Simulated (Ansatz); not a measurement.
Start from `[OH][GeH]([OH])[GeH3]` and change one atom or group to get `[CH3][Ge]([OH])([OH])[GeH3]`.

Ansatz, PBE0-D4/def2-TZVP geometries, multiplicity 1. Each molecule was computed in one conformer, which needn't be the lowest.

Scalar relativity is left out up to krypton.

```json
{"property": "HOMO energy (PBE/def2-TZVPP) / eV", "`[OH][GeH]([OH])[GeH3]`": "-6.58"}
{"property": "LUMO energy (PBE0/def2-TZVPP) / eV", "`[OH][GeH]([OH])[GeH3]`": "0.03"}
{"property": "HOMO energy (PBE0/def2-TZVPP) / eV", "`[OH][GeH]([OH])[GeH3]`": "-7.93"}
{"property": "LUMO energy (PBE/def2-TZVPP) / eV", "`[OH][GeH]([OH])[GeH3]`": "-0.80"}
{"property": "HOMO–LUMO gap (PBE/def2-TZVPP) / eV", "`[OH][GeH]([OH])[GeH3]`": "5.78"}
{"property": "LUMO energy (B3LYP/def2-TZVPP) / eV", "`[OH][GeH]([OH])[GeH3]`": "-0.23"}
```

**Question.** Give the same properties after the change, and the shifts. (Estimate.)

**Answer.** Ansatz gave: 
```tsv
property	`[CH3][Ge]([OH])([OH])[GeH3]`	shift
HOMO energy (PBE/def2-TZVPP) / eV	-6.40	0.18
LUMO energy (PBE0/def2-TZVPP) / eV	0.00	-0.03
HOMO energy (PBE0/def2-TZVPP) / eV	-7.64	0.29
LUMO energy (PBE/def2-TZVPP) / eV	-0.84	-0.04
HOMO–LUMO gap (PBE/def2-TZVPP) / eV	5.55	-0.23
LUMO energy (B3LYP/def2-TZVPP) / eV	-0.31	-0.08
```

B3LYP here is the variant with VWN-RPA as its local correlation; programs differ in this.
